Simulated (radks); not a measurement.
Q: The zirconium ion Zr5+ is in [Ar] 3d10 4s2 4p5. Calculated with a radial shooting solver on a logarithmic mesh with Libxc functionals: scalar-relativistic Kohn-Sham, PBE, spin-polarised, spherical densities, finite nucleus; Fermi nuclear charge, rms radius of each element as measured or else 0.836 A^(1/3) + 0.57 fm. Open shells are filled with parallel spins first. One electron is removed from 3d, 3p, 4p, 4s in turn, with full relaxation. Which removal costs least, and what does each cost?

A: 4p 96.611 eV; 4s 120.66 eV; 3d 256.11 eV; 3p 398.43 eV. The 4p electron leaves first.
